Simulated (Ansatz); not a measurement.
```yaml
crystal:
  periodic: [false, false, false]
  atoms:
    - {symbol: C, position_ang: [-0.967263, 0.856776, -1.243631]}
    - {symbol: C, position_ang: [-0.806764, -0.425496, -0.910544]}
    - {symbol: Al, position_ang: [0.352243, -1.010919, 0.536421]}
    - {symbol: N, position_ang: [1.270497, 0.198204, 1.443688]}
    - {symbol: H, position_ang: [-1.618887, 1.179937, -2.053621]}
    - {symbol: H, position_ang: [-0.452663, 1.660385, -0.720452]}
    - {symbol: H, position_ang: [-1.371948, -1.148170, -1.501174]}
    - {symbol: H, position_ang: [0.525644, -2.528647, 0.958525]}
    - {symbol: H, position_ang: [1.887875, -0.025708, 2.207138]}
    - {symbol: H, position_ang: [1.264366, 1.192640, 1.286549]}
basis:
  gaussian: {orbitals: ANO-RCC-VTZP, final_grid: {core_spheres: 5, valence_spheres: 4, degree: 11}}
total_charge: 1
magnetization: {spin_polarized: true, initial_magnetization: 2}
hamiltonian: {xc: {name: PBE0-DH}}
accuracy: high
scf: {lower_state_search: light}
output: {forces: true}
```

```sh
$ ansatz run in.yaml --threads 2 --pin off --events-out ev --progress --plain --max-ram 4352MiB
```

It prints (some lines left out):

```
Error: a molecule whose nuclei and cores have a total charge of 38 cannot have a net charge of 1 together with 2 unpaired electrons
```

(1) What is wrong with this run?

Results:

(1) The number of unpaired electrons doesn't fit the electron count. The program refused the input.
